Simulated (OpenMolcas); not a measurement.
Cr2+ with its 6 nearest oxide ions at 2.259 Å, on the Ca site of CaO (a = 4.8105 Å, distance in the model lattice 2.405 Å). The rest of the host is ab initio model potentials to 7.6 Å, with orthogonalisation functions on the cations behind the ligands, and point charges beyond; the distance is set by hand and nothing relaxes. Ligand basis ANO-RCC-VDZP.
```
Cr    0.0000    0.0000    0.0000
O     2.2590    0.0000    0.0000
O     0.0000    2.2590    0.0000
O    -2.2590    0.0000    0.0000
O     0.0000   -2.2590    0.0000
O     0.0000    0.0000    2.2590
O     0.0000    0.0000   -2.2590
```

| Property | Result |
| --- | --- |
| Program | OpenMolcas |
| Method | SS-CASPT2, IPEA 0.25 Eh, imaginary shift 0.1 Eh (closed shells correlated: 3s 3p and the ligand valence shells) |
| Basis | ANO-RCC-VDZP [5s4p2d1f] |
| Scalar Hamiltonian | DKH2, point nucleus |
| Active space | 4 electrons in 5 orbitals (3d) |
| State averaging | 2S+1 = 5 even, 5 roots; 2S+1 = 3 even, 45 roots; 2S+1 = 1 even, 50 roots |
| Spin-orbit coupling | state interaction with AMFI integrals over the reference wave functions |

Task: What is the spin-free ground state (labels of O, the rotations of Oh)?

Result: 5E, 2-fold in its orbital part, 100 % from free-ion D terms; it has the highest spin that d4 allows.

Task: Where is the first state of the same spin?

Result: 5T2 at 10800 cm-1 above the ground state.

Task: What are the lowest two levels with spin-orbit coupling?

Result: A 1-fold level A1, then a 3-fold level T1 6 cm-1 above it. Their leading multiplicities are 5 (100 %) and 5 (100 %).

Task: What is χT at 300 K, and how does it compare with the textbook value?

Result: The lowest level has 2S+1 = 5, for which the spin-only value is χT = S(S+1) / 2 = 3.000 cm3 K/mol (g = 2). The computed 2.968 at 300 K differs by -0.032, through orbital momentum, spin-orbit coupling and any other state in reach.

Roots that are degenerate in the reference are averaged as groups; the widest CASPT2 spread within a group is 230 cm-1 (the 3-fold group of multiplicity 1 near 25200 cm-1 above the lowest state of its run). Shifts and gaps below about the spread of the groups concerned are not significant. Over all roots computed the reference weight is 0.70 to 0.71; a low but even weight reflects the number of correlated electrons. An orbital doublet at a regular site is open to a Jahn-Teller distortion, which this geometry leaves out. This shell can be high or low spin here, a state of another spin lies low, and with metal d orbitals alone active their balance is uncertain, so the ground spin may be wrong. Ligand-to-metal charge-transfer states are missing. These CASPT2 states fit no ligand-field parameters well, so their order and spin gaps are uncertain. With no ligand orbital active B as a rule stays too high, so bands that hang on it stand too high and its fall with covalency is understated. With one d shell and no ligand orbital active, 10Dq can be off by tens of per cent for divalent 3d ions, low with halides held by bare charges and at times high in hosts. Free-ion shares, where given, are those of the reference states; single-state CASPT2 does not remix them. No measured value stands beside these numbers; the geometry was set by hand and not optimised.
